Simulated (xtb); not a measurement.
xtb input:

```bash
xtb mol.xyz --gfn 2 --sp --chrg 1 --uhf 0
```
mol.xyz:
```
3

O     -0.00000000    -0.00000000    -0.89733765
Si     0.00000000     0.00000000     0.64592666
H     -0.00000000    -0.00000000    -1.86427210
```

Q: What final total energy does it print?

A: -5.87387 Eh (GFN2-xTB).

It need not be the lowest isomer of its formula.
